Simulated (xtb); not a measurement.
xtb input (GFN-FF):

```bash
xtb mol.xyz --gfnff --opt tight --chrg 0 --uhf 0
```
mol.xyz:
```
19

C     -1.24993419     0.95985696    -1.09705568
C     -1.05309786    -0.11740826    -0.03273798
C     -1.26856455     0.43812896     1.37330952
C     -1.98298280    -1.29838176    -0.28916607
O      0.28203956    -0.67222607    -0.13984356
B      1.46111553    -0.01114846     0.00866456
O      2.63688434    -0.71225708    -0.13053874
O      1.53484872     1.33011612     0.29248858
H     -2.27942446     1.32134812    -1.07734238
H     -1.05105734     0.54933933    -2.08834260
H     -0.58368221     1.80353190    -0.92631096
H     -1.08277003    -0.33874878     2.11672586
H     -2.29876038     0.77986132     1.48658009
H     -0.60249246     1.27676612     1.56790795
H     -3.02586478    -0.98384370    -0.23060224
H     -1.80055651    -1.71587302    -1.28005350
H     -1.81361001    -2.08142594     0.45082776
H      2.48258384    -1.64110511    -0.32787018
H      2.44735217     1.62765287     0.36220844
```

Output:

```
           -------------------------------------------------
          |                Calculation Setup                |
           -------------------------------------------------

          ==================== Thresholds ====================
          CN  :   150.00000
          rep :   500.00000
          disp:  2500.00000
          HB1 :   250.00000
          HB2 :   450.00000

          Pauling EN used:
          Z : 1  EN :  2.20
          Z : 5  EN :  2.04
          Z : 6  EN :  2.55
          Z : 8  EN :  3.44
          electric field strengths (au): 0.000

           -------------------------------------------------
          |           Force Field Initialization            |
           -------------------------------------------------

          distances ...
          ----------------------------------------
          generating topology and atomic info file ...
          pair mat ...
          computing topology distances matrix with Floyd-Warshall algo ...
          making topology EEQ charges ...
          #fragments for EEQ constrain: 1
          ----------------------------------------
          generating topology and atomic info file ...
          pair mat ...
          computing topology distances matrix with Floyd-Warshall algo ...
          making topology EEQ charges ...
          #fragments for EEQ constrain: 1
          rings ...
          # BATM   162
          # H in HB   2
          doing iterative Hueckel for 1 subsystem(s) ...

  atom   neighbors  erfCN metchar sp-hybrid imet pi  qest     coordinates
    1  C       4    3.49   0.00         3    0    0  -0.062   -2.362033    1.813867   -2.073135
    2  C       4    3.48   0.00         3    0    0   0.103   -1.990067   -0.221869   -0.061866
    3  C       4    3.49   0.00         3    0    0  -0.062   -2.397240    0.827944    2.595179
    4  C       4    3.49   0.00         3    0    0  -0.062   -3.747294   -2.453586   -0.546445
    5  O       2    1.91   0.00         3    0    1  -0.368    0.532978   -1.270323   -0.264266
    6  B       3    2.79   0.01         2    0    1   0.402    2.761108   -0.021068    0.016374
    7  O       2    1.92   0.00         3    0    1  -0.452    4.982989   -1.345971   -0.246682
    8  O       2    1.92   0.00         3    0    1  -0.452    2.900444    2.513555    0.552723
    9  H       1    0.97   0.00         0    0    0   0.052   -4.307488    2.496986   -2.035882
   10  H       1    0.97   0.00         0    0    0   0.052   -1.986211    1.038101   -3.946396
   11  H       1    0.97   0.00         0    0    0   0.052   -1.103000    3.408181   -1.750474
   12  H       1    0.97   0.00         0    0    0   0.052   -2.046139   -0.640142    4.000032
   13  H       1    0.97   0.00         0    0    0   0.052   -4.344028    1.473724    2.809229
   14  H       1    0.97   0.00         0    0    0   0.052   -1.138546    2.412738    2.962917
   15  H       1    0.97   0.00         0    0    0   0.052   -5.718056   -1.859195   -0.435775
   16  H       1    0.97   0.00         0    0    0   0.052   -3.402559   -3.242530   -2.418951
   17  H       1    0.97   0.00         0    0    0   0.052   -3.427226   -3.933325    0.851941
   18  H       1    0.97   0.00         0    0    0   0.242    4.691404   -3.101239   -0.619585
   19  H       1    0.97   0.00         0    0    0   0.242    4.624825    3.075818    0.684475
[...]
 O  B  Rav=1.3908 sigma=0.0058  Rmin=1.3862  Rmax=1.3990     3
 O  C  Rav=1.4372 sigma=0.0000  Rmin=1.4372  Rmax=1.4372     1

 selected bond angles (degree)
 --------------------
H9-C1-C2=111.24                H10-C1-C2=110.38               H10-C1-H9=108.52               H11-C1-C2=110.27
H11-C1-H9=108.45               H11-C1-H10=107.88              C3-C2-C1=110.48                C4-C2-C1=109.86
C4-C2-C3=109.86                O5-C2-C1=109.27                O5-C2-C3=109.27                O5-C2-C4=108.04
H12-C3-C2=110.39               H13-C3-C2=111.24               H13-C3-H12=108.53              H14-C3-C2=110.27
H14-C3-H12=107.88              H14-C3-H13=108.45              H15-C4-C2=111.27               H16-C4-C2=110.30
H16-C4-H15=108.53              H17-C4-C2=110.30               H17-C4-H15=108.53              H17-C4-H16=107.82
B6-O5-C2=121.05                O7-B6-O5=118.97                O8-B6-O5=121.99                O8-B6-O7=119.04
H18-O7-B6=112.41               H19-O8-B6=110.52

 selected dihedral angles (degree)
 ---------------------------------
C3-C2-C1-H9=299.14            C3-C2-C1-H10=178.62           C3-C2-C1-H11= 59.51           C4-C2-C1-H9= 60.51
C4-C2-C1-H10=299.99           C4-C2-C1-H11=180.88           O5-C2-C1-H9=178.89            O5-C2-C1-H10= 58.36
O5-C2-C1-H11=299.26           H12-C3-C2-C1=181.19           H12-C3-C2-C4= 59.82           H12-C3-C2-O5=301.44
H13-C3-C2-C1= 60.65           H13-C3-C2-C4=299.28           H13-C3-C2-O5=180.90           H14-C3-C2-C1=300.29
H14-C3-C2-C4=178.92           H14-C3-C2-O5= 60.54           H15-C4-C2-C1=299.11           H15-C4-C2-C3= 60.85
H15-C4-C2-O5=179.98           H16-C4-C2-C1= 59.62           H16-C4-C2-C3=181.35           H16-C4-C2-O5=300.49
H17-C4-C2-C1=178.61           H17-C4-C2-C3=300.34           H17-C4-C2-O5= 59.48           B6-O5-C2-C1= 60.47
B6-O5-C2-C3=299.48            B6-O5-C2-C4=179.98            O7-B6-O5-C2=180.00            O8-B6-O5-C2=  0.00
H18-O7-B6-O5=  0.00           H18-O7-B6-O8=180.00           H19-O8-B6-O5=180.00           H19-O8-B6-O7=  0.00
           -------------------------------------------------
          |                Final Singlepoint                |
           -------------------------------------------------
         :::::::::::::::::::::::::::::::::::::::::::::::::::::
         ::                     SUMMARY                     ::
         :::::::::::::::::::::::::::::::::::::::::::::::::::::
         :: total energy              -2.686970883086 Eh    ::
         :: gradient norm              0.000245507331 Eh/a0 ::
         ::.................................................::
         :: bond energy               -2.654338819813 Eh    ::
         :: angle energy               0.003453425867 Eh    ::
         :: torsion energy             0.000007627273 Eh    ::
         :: repulsion energy           0.162842978458 Eh    ::
         :: electrostat energy        -0.187377507153 Eh    ::
         :: dispersion energy         -0.010189791270 Eh    ::
         :: HB energy                  0.000000000000 Eh    ::
         :: XB energy                  0.000000000000 Eh    ::
         :: bonded atm energy         -0.001368796449 Eh    ::
         :: external energy            0.000000000000 Eh    ::
         :: add. restraining           0.000000000000 Eh    ::
         :: total charge               0.000000000000 e     ::
         :::::::::::::::::::::::::::::::::::::::::::::::::::::

           -------------------------------------------------
          |                Property Printout                |
           -------------------------------------------------

molecular dipole:
                 x           y           z       tot (Debye)
 q only:       -1.091       0.048       0.002       2.775
           -------------------------------------------------
          |                Geometry Summary                 |
           -------------------------------------------------

      molecular mass/u    :      117.9395347
   center of mass at/Å    :        0.0755568      -0.0105727      -0.0017204
  moments of inertia/u·Å² :        0.1535906E+03   0.3644782E+03   0.4067652E+03
rotational constants/cm⁻¹ :        0.1097569E+00   0.4625141E-01   0.4144315E-01

 * 18 selected distances

     #   Z          #   Z                                           value/Å
     1   6 C        2   6 C                                       1.5324943
     2   6 C        3   6 C                                       1.5324851
     2   6 C        4   6 C                                       1.5336273 (max)
     2   6 C        5   8 O                                       1.4372260
     5   8 O        6   5 B                                       1.3989751
     6   5 B        7   8 O                                       1.3862060
     6   5 B        8   8 O                                       1.3872099
     1   6 C        9   1 H                                       1.0889889
     1   6 C       10   1 H                                       1.0883931
     1   6 C       11   1 H                                       1.0883417
     3   6 C       12   1 H                                       1.0883800
     3   6 C       13   1 H                                       1.0889576
     3   6 C       14   1 H                                       1.0883183
     4   6 C       15   1 H                                       1.0890555
     4   6 C       16   1 H                                       1.0883993
     4   6 C       17   1 H                                       1.0884001
     7   8 O       18   1 H                                       0.9739118
     8   8 O       19   1 H                                       0.9736628 (min)

 * 5 distinct bonds (by element types)

   Z      Z             #   av. dist./Å        max./Å        min./Å
   1 H    6 C           9     1.0885816     1.0890555     1.0883183
   6 C    6 C           3     1.5328689     1.5336273     1.5324851
   1 H    8 O           2     0.9737873     0.9739118     0.9736628
   5 B    8 O           3     1.3907970     1.3989751     1.3862060
   6 C    8 O           1     1.4372260     1.4372260     1.4372260

optimized geometry written to: xtbopt.xyz

           -------------------------------------------------
          | TOTAL ENERGY               -2.686970883086 Eh   |
          | GRADIENT NORM               0.000245507331 Eh/α |
           -------------------------------------------------
########################################################################
[WARNING] Runtime exception occurred
-1- gfnff_setup: Could not read topology file.
########################################################################

------------------------------------------------------------------------
------------------------------------------------------------------------
 total:
Note: The following floating-point exceptions are signalling: IEEE_UNDERFLOW_FLAG IEEE_DENORMAL
normal termination of xtb
 SCF:
 ANC optimizer:
```
